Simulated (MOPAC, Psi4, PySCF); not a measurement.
Two rigid molecules brought together: COS ··· H2Se (SMILES O=C=S and [SeH2]). Monomers: optimised at B3LYP-D3(BJ) (def2-TZVP), held rigid. Orientation: lowest of the rigid-body minima from ten starts at GFN2-xTB. R is the distance of the centres of mass, along which the second monomer moves.

AM1, restricted, heats of formation (MOPAC); MP2/aug-cc-pVDZ = DF-MP2/aug-cc-pVDZ, frozen core, counterpoise-corrected run with Psi4 1.11; RHF/6-31G* = PySCF 2.14.0 with restricted Hartree-Fock/6-31G*, spherical d, no counterpoise correction; SAPT0/jun-cc-pVDZ, frozen core (Psi4).

Interaction energies in kcal/mol:

```tsv
R / Å	AM1	MP2/aug-cc-pVDZ	RHF/6-31G*
3.53	10.82	23.94	28.94
3.68	6.48	13.55	17.41
3.88	2.35	5.66	8.41
4.12	0.47	1.25	3.12
4.34	0.21	-0.36	0.95
4.49	0.18	-0.80	0.23
4.83	0.08	-0.97	-0.37
5.13	0.00	-0.80	-0.43
5.63	-0.04	-0.49	-0.29
6.28	-0.04	-0.24	-0.13
7.36	-0.02	-0.09	-0.04
8.63	-0.01	-0.03	-0.01
```

Problem. Predict the corresponding SAPT0/jun-cc-pVDZ column.

Solution. 3.53: 21.97; 3.68: 12.38; 3.88: 5.06; 4.12: 1.00; 4.34: -0.45; 4.49: -0.82; 4.83: -0.93; 5.13: -0.75; 5.63: -0.45; 6.28: -0.22; 7.36: -0.08; 8.63: -0.03 (kcal/mol).
